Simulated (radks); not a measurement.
Values are calculated unless marked as measured or tabulated.
Species: N5+. Configuration: [He]. Level of theory: non-relativistic Kohn-Sham, LDA (Slater exchange, Perdew-Wang correlation), spin-polarised, spherical densities, point nucleus (a radial shooting solver on a logarithmic mesh with Libxc functionals).

Normalised radial functions P(r) = r R(r), r in bohr:

r,1s,2s
0.007914,0.2630,0.0822
0.01064,0.3470,0.1084
0.01431,0.4547,0.1420
0.01908,0.5866,0.1831
0.02565,0.7534,0.2348
0.03449,0.9525,0.2959
0.04637,1.1793,0.3644
0.06185,1.4133,0.4323
0.08315,1.6414,0.4919
0.1118,1.8150,0.5218
0.1491,1.8812,0.4959
0.2005,1.7944,0.3809
0.2695,1.5294,0.1502
0.3624,1.1227,-0.1950
0.4833,0.6867,-0.5874
0.6498,0.3190,-0.9278
0.8736,0.1040,-1.0547
1.165,0.0222,-0.9024
1.567,0.0024,-0.5562
2.106,0.0001,-0.2284
2.832,0.0000,-0.0554

1s: eigenvalue -507.37 eV, 0 radial nodes, <r> = 0.229 bohr, 90 % of the charge inside 0.409 bohr. 2s (empty): eigenvalue -102.70 eV, 1 radial node at r = 0.310 bohr, <r> = 1.01 bohr, 90 % of the charge inside 1.55 bohr.
